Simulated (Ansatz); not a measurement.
Geometry optimisation, RKS PBE-D4/6-31G* in Ansatz 0.2.0.

The input (input.yaml):

```yaml
crystal:
  periodic: [false, false, false]
  atoms:
    - { symbol: Si, position_ang: [0.0, 0.0, 0.0] }
    - { symbol: F, position_ang: [0.0, 0.0, 1.94] }
    - { symbol: H, position_ang: [1.3768, 0.0, -0.4862] }
    - { symbol: F, position_ang: [-0.7489, 1.2974, -0.5295] }
    - { symbol: H, position_ang: [-0.6877, -1.1914, -0.4862] }
    - { symbol: "N", position_ang: [-2.0118, 0.0064, 0.6685] }
    - { symbol: H, position_ang: [-2.7337, -0.5991, 0.1827] }
    - { symbol: H, position_ang: [-2.2959, 0.6151, 1.4885] }
    - { symbol: H, position_ang: [-1.1911, 0.0038, 1.7191] }
basis:
  gaussian: { orbitals: "6-31G*" }
hamiltonian:
  xc: pbe
  dispersion: d4
relax:
  f_tol: 0.15
  max_steps: 25
  restrain:
    - { distance: [0, 5], at: 1.82, k: 30.0 }
    - { distance: [8, 1], at: 0.92, k: 30.0 }
    - { distance: [0, 1], at: 2.79, k: 30.0 }
    - { distance: [8, 5], at: 2.26, k: 30.0 }
output:
  orbitals: {}
```

Launched with:

```bash
$ ansatz run input.yaml --threads 1 --pin off --max-ram 2048MiB --backend cpu --events-out ev --progress --plain --runs-dir out
```

Problem. Where does it end, and by what steps?

Solution. It converged. The restraints hold the end off the free minimum; the threshold counts their pulls, which the force column leaves out. Restrained pairs: Si1–N6 (2.12 → 1.79 Å), F2–H9 (1.21 → 0.94 Å), Si1–F2 (1.94 → 2.80 Å), N6–H9 (1.33 → 2.26 Å). After 18 steps the energy has fallen by 3.240 eV (the restraints' own energy left out); H3 moved furthest, 1.13 Å.

| step | energy less start (eV) | largest force component (eV/Å) | accepted |
| --- | --- | --- | --- |
| 0 | 0.0000 | 3.528 | yes |
| 1 | 0.0792 | 3.936 | yes |
| 2 | 0.0191 | 3.853 | yes |
| 3 | -0.9092 | 2.337 | yes |
| 4 | -1.9717 | 0.988 | yes |
| 5 | -2.4894 | 1.063 | yes |
| 6 | -2.8152 | 1.064 | yes |
| 7 | -2.9854 | 0.656 | yes |
| 8 | -3.0029 | 1.289 | no |
| 9 | -3.0537 | 0.831 | yes |
| 10 | -3.0951 | 0.873 | yes |
| 11 | -3.1356 | 0.874 | yes |
| 12 | -3.1717 | 0.884 | yes |
| 13 | -3.2183 | 0.893 | yes |
| 14 | -3.2238 | 0.799 | yes |
| 15 | -3.1990 | 1.666 | no |
| 16 | -3.2265 | 0.929 | yes |
| 17 | -3.2388 | 0.839 | yes |
| 18 | -3.2401 | 0.882 | yes |

```xyz
9
Properties=species:S:1:pos:R:3
Si -0.511 -0.068 -0.339
F -0.140 0.785 2.301
H 0.755 -0.522 0.302
F -0.310 1.469 -0.828
H -0.795 -0.921 -1.541
N -1.938 -0.319 0.710
H -2.769 -0.640 0.209
H -2.174 0.460 1.328
H -0.411 -0.113 2.356
```

Time of the run: 28 s on 1 thread of Intel(R) Xeon(R) 6975P-C (Granite Rapids), with other jobs on the host, peak memory 0.15 GiB.
